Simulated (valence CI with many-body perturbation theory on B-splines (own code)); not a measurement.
## Cs⁵⁰⁺: key properties

Method: configuration interaction combined with many-body perturbation theory (CI+MBPT): three valence electrons over a frozen Dirac-Fock core [He], a basis of 11 s, 11 p, 9 d, 7 f, 5 g, 2 h, 1 i functions for each j, with the one-electron correlation potential Σ1 (screened to all orders), the two-electron term Σ2, the three-electron term Σ3, Breit, model QED; selected single and double excitations, second order for the rest (own B-spline code, finite nucleus).

No measured spectrum was set against this ion. As an estimate, large intervals hold to a few tenths of a per cent, small ones and those within an open d or f shell to about a per cent.

Levels are named by their leading jj configuration (3d3/2^4 stands for four electrons in 3d with j = 3/2), which in mixed levels can hold well under half, so a name can repeat and another be missing.

Rates and lifetimes use the calculated energies. Strong lines usually hold to 10 to 20 %, long lifetimes can be off by a factor of two.

(1) What is the ground level?

(2) What are the static dipole polarisabilities of the lowest levels?

(3) Name the longest-lived excited levels whose lifetime is computed, and their main decay.

(4) What is the ionisation energy?

(5) How well does LS coupling describe the low levels?

Results:

(1) (2s^2 2p1/2) J=1/2, composition 100 % 2s2.2p 2P°, g = 0.640.

(2) (2s^2 2p1/2) J=1/2 0.000626 bohr³, of which the core gives 8.47e-07.

(3) (2s^2 2p3/2) J=3/2 at 388.4 eV lives 1.10 ns, mostly by E1 to (2s 2p1/2^2) J=1/2; (2s 2p1/2 2p3/2) J=5/2 at 537.9 eV lives 233 ps, mostly by E1 to (2s^2 2p3/2) J=3/2; (2s 2p1/2 2p3/2) J=3/2 at 505.6 eV lives 216 ps, mostly by E1 to (2s^2 2p1/2) J=1/2.

(4) 9623.5 eV; NIST lists 9629 ± 4 eV (theoretical).

(5) Among the lowest 20 levels the leading LS term, summed over configurations, holds 76 % on average. For single configurations the figures are 76 % in LS and 98 % in jj coupling. Terms mix most in the J = 3/2 level at 768.5 eV, where the leading one holds 46 %.
